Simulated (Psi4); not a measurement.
Torsional profile of H6GeSeSi, SMILES [GeH3][SiH2][SeH]. Scanned: dihedral Ge1–Si2–Se3–H9; all other coordinates were relaxed at GFN2-xTB. Points at φ and −φ are mirror images. Heavy atoms are numbered in the order of the SMILES [GeH3][SiH2][SeH], hydrogens after them in the order of the atoms that carry them; the mirror image has the same energies with the sign of each dihedral reversed.

Computed with: HF/cc-pVTZ // GFN2-xTB (Psi4); MP2/cc-pVTZ = DF-MP2 (frozen core)/cc-pVTZ // GFN2-xTB run with Psi4 1.11.

Energies relative to the lowest point of each profile, in kcal/mol:

| φ / ° | HF/cc-pVTZ |
|---|---|
| -160 | 0.61 |
| -140 | 0.98 |
| -100 | 0.86 |
| -80 | 0.32 |
| -40 | 0.18 |
| -20 | 0.66 |
| 0 | 0.93 |
| 40 | 0.18 |
| 80 | 0.32 |
| 120 | 1.15 |
| 140 | 0.98 |
| 160 | 0.61 |

Problem. What does MP2/cc-pVTZ give at the same points?

Solution. -160: 0.58; -140: 1.03; -100: 1.00; -80: 0.41; -40: 0.05; -20: 0.41; 0: 0.65; 40: 0.05; 80: 0.41; 120: 1.27; 140: 1.03; 160: 0.58 (kcal/mol).
